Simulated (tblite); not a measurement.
C₇H₁₀F₃P.
Atom-mapped SMILES: `[CH2:1]=[CH:2]/[C:3]([CH3:4])=[P:5]/[CH2:6][CH2:7][C:8]([F:9])([F:10])[F:11]` (hydrogens: H12, H13 on C1; H14 on C2; H15, H16, H17 on C4; H18, H19 on C6; H20, H21 on C7)

Geometry (GFN2-xTB, Å), atoms numbered from 1 in this order:
```
atom  x, y, z in Å
C1    -3.7351    0.7596    0.4772
C2    -2.8145   -0.1555    0.7817
C3    -1.4703   -0.2272    0.2563
C4    -1.0672    0.7714   -0.7813
P5    -0.5360   -1.4751    0.9342
C6     1.1482   -1.2926    0.1213
C7     1.9502   -0.1439    0.7320
C8     3.2853    0.0111    0.0327
F9     4.0535   -1.0829    0.1344
F10    4.0032    1.0301    0.5330
F11    3.1455    0.2564   -1.2811
H12   -4.7122    0.7378    0.9279
H13   -3.5540    1.5607   -0.2186
H14   -3.0596   -0.9285    1.5017
H15   -1.0187    1.7681   -0.3401
H16   -1.8158    0.7966   -1.5726
H17   -0.1052    0.5504   -1.2335
H18    1.0428   -1.1631   -0.9583
H19    1.6819   -2.2322    0.2885
H20    2.1486   -0.3304    1.7895
H21    1.4204    0.8063    0.6387
```

Level: GFN2-xTB in tblite, geometry and Hessian alike; calculated harmonic values, unscaled, isolated species. This tight-binding method is rough: wavenumbers can miss measured ones by several per cent, in bad cases by 10 to 20. One conformer, not necessarily the lowest.

Harmonic wavenumbers (cm⁻¹): 28.7, 37.3, 62.8, 99.2, 129.5, 153.8, 177.6, 214.0, 222.3, 322.0, 339.5, 353.0, 360.0, 378.6, 463.3, 475.3, 494.8, 581.1, 644.0, 711.6, 749.1, 768.5, 820.4, 874.3, 910.8, 953.0, 989.1, 1010.6, 1016.6, 1033.0, 1053.2, 1062.2, 1158.1, 1185.6, 1194.8, 1210.5, 1244.5, 1275.4, 1312.4, 1329.9, 1394.7, 1409.7, 1442.6, 1454.7, 1480.5, 1496.7, 1633.7, 2958.2, 2973.8, 2984.6, 2992.3, 2995.9, 3009.6, 3029.8, 3058.9, 3112.2, 3134.8.

A = 2142, B = 387.4, C = 357.6 MHz; mass 182.047 u (most abundant isotopes); point group C1, symmetry number 1.

Q: Zero-point energy?

A: ½Σν̃ = 33982 cm⁻¹ = 406.51 kJ/mol.

Q: Entropy at 273.15 K, 1 bar (ideal gas, RRHO, classical rotation)?

A: Translation 171.94, rotation 130.12, vibration 162.42: S = 464.5 J/(mol K).

Q: And Cp and H(273.15 K) − H(0)?

A: Cp = 186.08 J/(mol K), of which vibrations give 152.83 (their classical limit is 57 R = 473.9); H(273.15 K) − H(0) = 31.31 kJ/mol without the zero-point energy, 22.22 from vibrations.

Q: How do the functions run with temperature in this model?

A: 
```tsv
T (K)	S (J/(mol K))	Cp (J/(mol K))	H − H(0) (kJ/mol)	G − H(0) (kJ/mol)	ln q(vib)
50	272.3	67.1	2.47	-11.15	1.28
100	328.4	97.5	6.60	-26.24	3.25
298.15	481.3	198.4	36.11	-107.39	10.64
373.15	529.7	233.5	52.33	-145.32	13.26
500	605.3	283.9	85.28	-217.38	17.54
750	734.4	351.6	165.43	-385.36	25.43
1000	841.8	394.3	259.04	-582.78	32.57
```

q(vib) and H(0) count from the zero-point level.

Q: What must be added to the electronic energy to get the Gibbs energy at 273.15 K and 1 bar?

A: ZPE + [H(273.15 K) − H(0)] − T·S = 406.51 + 31.31 − 126.87 = 310.95 kJ/mol.

Q: Which modes carry the vibrational entropy at 273.15 K?

A: 28.7 cm⁻¹: 24.03; 37.3 cm⁻¹: 21.86; 62.8 cm⁻¹: 17.55; 99.2 cm⁻¹: 13.81; 129.5 cm⁻¹: 11.65; 153.8 cm⁻¹: 10.29 J/(mol K); the other 51 give 63.23 together.

Hindered rotation and anharmonicity are outside this model. Other conformers, if any are populated, would add a mixing term that is left out. The structure is chiral; the term R ln 2 for an equal mix with its mirror image is left out.
